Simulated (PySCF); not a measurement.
Gas-phase reaction: SnO2 + 4 Cl ⇌ SnCl4 + 2 O

Computed with PySCF (xtb for GFN2) and rigid-rotor harmonic-oscillator thermochemistry at 1 bar. † marks an energy on the PBE0/def2-TZVP geometry and frequencies; other levels use their own. MP2 and CCSD(T) freeze the core. Open shells (unrestricted): Cl (multiplicity 2, electronic degeneracy 6), O (multiplicity 3, electronic degeneracy 9); the rest are closed-shell singlets. GFN2 has no spin-polarisation term. Spin-orbit splitting is ignored; it lowers the true energy and changes the entropy of Cl, O. Sn: scalar-relativistic def2 core potential, no spin-orbit coupling. SnO2: computed as isolated molecules; such fragments, hydroxides, amides, oligomers or adducts are transient or little studied in the gas. MP2 isn't extrapolated to the basis-set limit; its ΔH°(298 K) is -509.2 kJ in def2-SVP and -478.3 kJ in def2-TZVPP. CCSD(T) isn't extrapolated to the basis-set limit; its ΔH°(298 K) is -542.9 kJ in def2-SVP and -509.6 kJ in def2-TZVPP. The harmonic model lacks anharmonicity and excited electronic states, which grow with temperature; levels with a mode under 35 cm⁻¹ are left out. Soft modes under 120 cm⁻¹ make the harmonic entropy rough for SnCl4. Warning, large T1 diagnostic: SnO2 (CCSD(T)/def2-SVP†).

```json
[
 {"level": "CCSD(T)/def2-SVP†", "ΔE electronic, kJ": "-541", "ΔH°(298 K), kJ": "-543", "ΔS°(298 K), J/K": "-237", "ΔG°(1200 K), kJ": "-263"},
 {"level": "GFN2-xTB", "ΔE electronic, kJ": "260", "ΔH°(298 K), kJ": "258", "ΔS°(298 K), J/K": "-232", "ΔG°(1200 K), kJ": "531"},
 {"level": "HF/def2-TZVP†", "ΔE electronic, kJ": "-780", "ΔH°(298 K), kJ": "-782", "ΔS°(298 K), J/K": "-237", "ΔG°(1200 K), kJ": "-502"},
 {"level": "MP2/def2-SVP†", "ΔE electronic, kJ": "-508", "ΔH°(298 K), kJ": "-509", "ΔS°(298 K), J/K": "-237", "ΔG°(1200 K), kJ": "-230"},
 {"level": "PBE/def2-SVP", "ΔE electronic, kJ": "-480", "ΔH°(298 K), kJ": "-481", "ΔS°(298 K), J/K": "-236", "ΔG°(1200 K), kJ": "-202"},
 {"level": "PBE0/def2-QZVP†", "ΔE electronic, kJ": "-547", "ΔH°(298 K), kJ": "-548", "ΔS°(298 K), J/K": "-237", "ΔG°(1200 K), kJ": "-269"},
 {"level": "PBE0/def2-SVP†", "ΔE electronic, kJ": "-598", "ΔH°(298 K), kJ": "-599", "ΔS°(298 K), J/K": "-237", "ΔG°(1200 K), kJ": "-320"},
 {"level": "PBE0/def2-TZVP", "ΔE electronic, kJ": "-553", "ΔH°(298 K), kJ": "-554", "ΔS°(298 K), J/K": "-237", "ΔG°(1200 K), kJ": "-275"},
 {"level": "r2SCAN/def2-TZVP†", "ΔE electronic, kJ": "-527", "ΔH°(298 K), kJ": "-529", "ΔS°(298 K), J/K": "-237", "ΔG°(1200 K), kJ": "-249"},
 {"level": "ωB97M-V/def2-TZVP†", "ΔE electronic, kJ": "-570", "ΔH°(298 K), kJ": "-571", "ΔS°(298 K), J/K": "-237", "ΔG°(1200 K), kJ": "-292"},
 {"level": "ωB97X-V/def2-TZVP†", "ΔE electronic, kJ": "-560", "ΔH°(298 K), kJ": "-561", "ΔS°(298 K), J/K": "-237", "ΔG°(1200 K), kJ": "-282"}
]
```
ΔH° is lowest at HF/def2-TZVP† and highest at GFN2-xTB. No reference value is set beside these.
